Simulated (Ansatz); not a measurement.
Species: tetramethylsilane, C4H12Si, net charge 0, singlet state. 
Structure (B3LYP-D3(BJ)/def2-TZVP (Ansatz, a first-principles code) minimum search):
```
Si
C 1 1.8800
H 2 1.0926 1 111.21
H 2 1.0926 3 107.68 1 -122.07
H 2 1.0926 3 107.68 4 -115.86
C 1 1.8800 2 109.47 3 180.00
H 6 1.0926 1 111.21 2 -60.00
H 6 1.0926 7 107.68 1 122.07
H 6 1.0926 7 107.68 8 115.86
C 1 1.8800 2 109.47 3 60.00
H 10 1.0926 1 111.21 2 60.00
H 10 1.0926 11 107.68 1 -122.07
H 10 1.0926 11 107.68 12 -115.86
C 1 1.8800 2 109.47 3 -60.00
H 14 1.0926 1 111.21 2 60.00
H 14 1.0926 15 107.68 1 122.07
H 14 1.0926 15 107.68 16 115.86
```
Charge 0, spin multiplicity 1.

Total electronic energies in hartree. Correlated levels leave the core frozen unless marked. Spin-orbit coupling is left out. No relativistic terms. Basis-set limits of correlation are two-point, X^-3; Hartree-Fock from the larger set. [CCSD(T)-MP2]/basis is that difference in the basis named.

```csv
level,program,energy (Eh)
HF/6-31G,Ansatz,-447.31430
RI-HF/cc-pV(Q+d)Z,Ansatz,-447.52440
PBE/def2-TZVPD,Ansatz,-448.86576
B97M-V/def2-TZVPD,Ansatz,-449.18921
PBE0/def2-SVP,Ansatz,-448.65609
BHLYP-D3(BJ)/def2-TZVPD,Ansatz + dftd3,-449.17067
BHLYP-D4/def2-TZVPD,Ansatz + dftd4,-449.16744
B2GP-PLYP/def2-TZVPD,Ansatz,-448.89347
MP2/6-31G,Ansatz,-447.73577
MP2/aug-cc-pV(D+d)Z,Ansatz,-448.17674
MP2/cc-pVTZ,Ansatz,-448.35559
MP2/cc-pV(Q+d)Z,Ansatz,-448.42654
SCS-MP2/6-31G,Ansatz,-447.74778
SCS-MP2/6-31G*,Ansatz,-448.02646
SCS-MP2/cc-pVTZ,Ansatz,-448.37015
CCSD/aug-cc-pV(D+d)Z,Ansatz,-448.25390
CCSD/cc-pV(T+d)Z,Ansatz,-448.42576
CCSD(T)/STO-3G,Ansatz,-442.62869
CCSD(T)/6-31G*,Ansatz,-448.11217
CCSD(T)/aug-cc-pV(T+d)Z,Ansatz,-448.47611
"RI-MP2/CBS(aug-cc-pV(T+d)Z,aug-cc-pV(Q+d)Z)+[CCSD(T)-MP2]/aug-cc-pV(D+d)Z",Ansatz,-448.5692
"RI-MP2/CBS(cc-pV(T+d)Z,cc-pV(Q+d)Z)+[CCSD(T)-MP2]/cc-pV(Q+d)Z",Ansatz,-448.5593
"CCSD(T)/CBS(cc-pV(T+d)Z,cc-pV(Q+d)Z)",Ansatz,-448.5547
```

Totals of different functionals don't rank their quality; only differences between species are comparable.
